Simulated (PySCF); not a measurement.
neo-PeOMe: full NMR table

```yaml
Formula: C6H14O
SMILES: COCC(C)(C)C
Point_group_of_the_computed_structure: Cs
Degrees_of_unsaturation: 0
Carbon_signals: 4
Proton_signals: 3
```

Atoms are numbered as in `[CH3:1][O:2][CH2:3][C:4]([CH3:5])([CH3:6])[CH3:7]`. Hydrogens are named by the atom that carries them.

PySCF 2.14.0 with density-fitted response routines calculation with NMR shieldings at PBE0/pcSseg-1/GIAO and GFN2-xTB structure; no solvent, averaged over atoms made equivalent by symmetry, fast rotation or ring inversion, non-relativistic, one computed conformer.

δ = σ(ref) − σ, references computed at the same level: TMS for $^{1}$H (σref 31.72) and $^{13}$C (σref 186.93); H2O for $^{17}$O (σref 336.08).

```tsv
carbon	δC, type	δH (multiplicity)	HMBC from (2–3 bonds)	span of the C tensor (ppm)
C1	61.4, CH3	3.56 (s)	H(C3)	90
C3	87.2, CH2	3.04 (s)	H(C1), H(C5)/H(C6)/H(C7)	71
C4	34.8, C	–	H(C3), H(C5)/H(C6)/H(C7)	11
C5/C6/C7	28.2, CH3	0.94 (s)	H(C3), H(C5)/H(C6)/H(C7)	49
```

Other nuclei:
```
atoms   nucleus   environment  δ (ppm)  σ (ppm)
   O2  $^{17}$O  ether oxygen     26.1    310.0
```

1. Carbon types of the structure: 1 × C, 1 × CH2, 4 × CH3, which accounts for all hydrogens.
2. δC 87.2: sp3 CH2 bonded to O; deshielded by the electronegative neighbour.
3. δC 61.4: methyl carbon bonded to O; deshielded by the electronegative neighbour.
4. δC 34.8: quaternary sp3 carbon; saturated and bonded to C and H only.
5. δC 28.2: methyl carbon; saturated and bonded to C and H only.
6. δH 3.04: hydrogen on an sp3 CH2 bonded to O; its carbon carries O, which withdraws density.

Shifts are as computed. Against solution values, carbons near 30 ppm lie about +3 ppm off and those near 130 ppm about +5 ppm. Of 1211 compounds with measured shifts, 218 miss one by over three times the rms of a fit or turn the order of signals round; such compounds aren't used in these exercises. Experimental scales use liquid or dissolved standards, which lie at an offset from isolated H2O (liquid H2O: subtract about 36 ppm). No couplings were computed; multiplicities are counted from neighbouring protons, with m where these are inequivalent, close in shift, in a saturated or five-membered ring or joined by F or P, and br s for small geminal =CH2 splittings.
